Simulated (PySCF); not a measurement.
**[Hg(H2O)]2+ at several levels of theory**

Computed with PySCF 2.14.0 (density fitting, no spin-orbit coupling) at the geometry relaxed with PBE0:

```xyz
4
[Hg(H2O)]2+ (singlet)
Hg    0.0000    0.0024   -0.1655
O     0.0000    0.0088    1.9330
H     0.8078   -0.2360    2.4453
H    -0.8078   -0.2360    2.4453
```

| level | basis | state | HOMO (eV) | gap (eV) | charge on Hg1 (e) | dipole about the centre of mass (D) | largest force component (eV/Å) |
| --- | --- | --- | --- | --- | --- | --- | --- |
| PBE0 | Hg def2-SVP with ECP60, O def2-SVP, H def2-SVP | singlet | -23.29 | 4.91 | 1.57 | 4.48 | 0.01 |
| revPBE | the same | singlet | -21.59 | 2.16 | 1.52 | 4.91 | 0.51 |
| PBE0 | Hg def2-TZVP with ECP60, O def2-TZVP, H def2-TZVP | singlet | -23.31 | 4.95 | 1.62 | 4.51 | 0.21 |

Charges are Mulliken's, which hang on the basis. The relaxation used the grid (50, 194), these runs (75, 302) or, all-electron (x2c bases, spin-free X2C Hamiltonian), (99, 590).

Q: What does BLYP with Hg def2-SVP with ECP60, O def2-SVP, H def2-SVP give here?

A: state singlet, HOMO (eV) -21.61, gap (eV) 2.03, charge on Hg1 (e) 1.49, dipole about the centre of mass (D) 5.06, largest force component (eV/Å) 0.60. Time: 1.2 s on 2 threads of Arm Neoverse V1, on a shared host, from an already converged density.

In the first row's basis the gap widens with exact exchange: 2.0 to 2.2 eV for BLYP, revPBE (none); 4.9 eV for PBE0 (a fixed share).
